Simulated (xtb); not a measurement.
C$_{7}$H$_{7}$O, doublet, at a GFN2-xTB geometry; GFN0-xTB (xtb).

The xtb input:
```
$ xtb mol.xyz --gfn 0 --chrg 0 --uhf 1 --json

# file mol.xyz
15

C     -2.77305369    -0.08930861     0.15777734
O     -1.73653823     0.61850538    -0.47369518
C     -0.45150274     0.26462858    -0.21128690
C      0.56983971     0.95387277    -0.82654777
C      1.89273125     0.71169442    -0.66007478
C      2.26777463    -0.32046935     0.20500191
C      1.28276819    -1.04249024     0.84701157
C     -0.06077755    -0.76540013     0.65151389
H     -3.69720812     0.36304611    -0.19889193
H     -2.72260331     0.00669117     1.24778244
H     -2.76288540    -1.15013472    -0.11501725
H      2.64320398     1.29210740    -1.17494675
H      3.31299291    -0.54068682     0.36104075
H      1.55711830    -1.84343879     1.51879527
H     -0.80499138    -1.35079208     1.17042731
```

It wrote (shortened):

```
   ID    Z sym.   atoms
    1    6 C      1, 3-8
    2    8 O      2
    3    1 H      9-15

           -------------------------------------------------
          |                Calculation Setup                |
           -------------------------------------------------

           -------------------------------------------------
          |                 G F N 0 - x T B                 |
           -------------------------------------------------

          ...................................................
          :                      SETUP                      :
          :.................................................:
          :  # basis functions                  46          :
          :  # atomic orbitals                  46          :
          :  # shells                           30          :
          :  # electrons                        41          :
          :  electronic temp.          300.0000000     K    :
          :  accuracy                    1.0000000          :
          :  -> integral cutoff          0.2500000E+02      :
          :  -> integral neglect         0.1000000E-07      :
          ...................................................

         :::::::::::::::::::::::::::::::::::::::::::::::::::::
         ::                     SUMMARY                     ::
         :::::::::::::::::::::::::::::::::::::::::::::::::::::
         :: total energy             -21.811360833005 Eh    ::
         :: gradient norm              0.035054111161 Eh/a0 ::
         :: HOMO-LUMO gap              2.922626756452 eV    ::
         ::.................................................::
         :: H0 energy                -22.108890424127 Eh    ::
         :: repulsion energy           0.356732097384 Eh    ::
         :: electrostat energy        -0.028917438638 Eh    ::
         :: -> Gsolv                   0.000000000000 Eh    ::
         ::    -> Gsasa                0.000000000000 Eh    ::
         ::    -> Gshift               0.000000000000 Eh    ::
         :: dispersion energy         -0.005221585770 Eh    ::
         :: short-range corr.         -0.025063481854 Eh    ::
         :: add. restraining           0.000000000000 Eh    ::
         :: total charge               0.000000000000 e     ::
         :::::::::::::::::::::::::::::::::::::::::::::::::::::

           -------------------------------------------------
          |                Property Printout                |
           -------------------------------------------------

    * Orbital Energies and Occupations

         #    Occupation            Energy/Eh            Energy/eV
      -------------------------------------------------------------
         1        2.0000           -0.6824024             -18.5691
       ...           ...                  ...                  ...
         9        2.0000           -0.5458387             -14.8530
        10        2.0000           -0.5432907             -14.7837
        11        2.0000           -0.5392508             -14.6738
        12        2.0000           -0.5318486             -14.4723
        13        2.0000           -0.5080480             -13.8247
        14        2.0000           -0.5028471             -13.6832
        15        2.0000           -0.5025852             -13.6760
        16        2.0000           -0.4747779             -12.9194
        17        2.0000           -0.4578150             -12.4578
        18        2.0000           -0.4537493             -12.3471
        19        2.0000           -0.4365104             -11.8781
        20        2.0000           -0.3946384             -10.7387
        21        1.0000           -0.3707826             -10.0895 (HOMO)
        22                         -0.2633780              -7.1669 (LUMO)
        23                         -0.2531390              -6.8883
        24                         -0.1445691              -3.9339
        25                         -0.1301346              -3.5411
        26                         -0.1193021              -3.2464
        27                         -0.1155137              -3.1433
        28                         -0.1093099              -2.9745
        29                         -0.1068156              -2.9066
        30                         -0.0892342              -2.4282
        31                         -0.0892275              -2.4280
        32                         -0.0643609              -1.7514
       ...                                ...                  ...
        46                          0.6460461              17.5798
      -------------------------------------------------------------
                  HL-Gap            0.1074046 Eh            2.9226 eV
             Fermi-level            0.0000000 Eh            0.0000 eV

     #   Z          covCN         q      C6AA      α(0)
     1   6 C        3.645    -0.093    25.252     7.301
     2   8 O        1.705    -0.351    19.742     6.011
     3   6 C        2.861     0.310    22.952     7.828
     4   6 C        2.020    -0.133    35.354     9.592
     5   6 C        2.916    -0.044    30.668     9.052
     6   6 C        2.928    -0.108    32.369     9.301
     7   6 C        2.918    -0.073    31.437     9.165
     8   6 C        2.930    -0.188    34.700     9.630
     9   1 H        0.925     0.107     1.720     2.051
    10   1 H        0.924     0.083     1.944     2.180
    11   1 H        0.924     0.083     1.944     2.180
    12   1 H        0.926     0.100     1.781     2.087
    13   1 H        0.926     0.099     1.792     2.094
    14   1 H        0.926     0.097     1.811     2.105
    15   1 H        0.926     0.109     1.706     2.042

 Mol. C6AA /au·bohr⁶  :       2732.717573
 Mol. C8AA /au·bohr⁸  :      67258.410562
 Mol. α(0) /au        :         82.619987

Wiberg/Mayer (AO) data.
largest (>0.10) Wiberg bond orders for each atom

 ---------------------------------------------------------------------------
     #   Z sym  total        # sym  WBO       # sym  WBO       # sym  WBO
 ---------------------------------------------------------------------------
     1   6 C    3.949 --     2 O    0.989     9 H    0.980    11 H    0.978
                            10 H    0.978
     2   8 O    2.374 --     3 C    1.124     1 C    0.989
     3   6 C    3.943 --     4 C    1.376     8 C    1.297     2 O    1.124
     4   6 C    3.291 --     5 C    1.537     3 C    1.376     7 C    0.103
     5   6 C    3.983 --     4 C    1.537     6 C    1.341    12 H    0.960
                             8 C    0.105
     6   6 C    3.976 --     7 C    1.451     5 C    1.341    13 H    0.968
     7   6 C    3.988 --     6 C    1.451     8 C    1.445    14 H    0.966
                             4 C    0.103
     8   6 C    3.973 --     7 C    1.445     3 C    1.297    15 H    0.962
                             5 C    0.105
     9   1 H    1.004 --     1 C    0.980
    10   1 H    0.986 --     1 C    0.978
    11   1 H    0.986 --     1 C    0.978
    12   1 H    0.992 --     5 C    0.960
    13   1 H    0.984 --     6 C    0.968
    14   1 H    0.984 --     7 C    0.966
    15   1 H    0.976 --     8 C    0.962
 ---------------------------------------------------------------------------

Topologies differ in total number of bonds
Writing topology from bond orders to xtbtopo.mol

 dipole moment from electron density (au)
     X       Y       Z
  -0.8284  -0.5436   0.4859  total (Debye):    2.805

           -------------------------------------------------
          | TOTAL ENERGY              -21.811360833005 Eh   |
          | GRADIENT NORM               0.035054111161 Eh/α |
          | HOMO-LUMO GAP               2.922626756452 eV   |
           -------------------------------------------------

normal termination of xtb
```
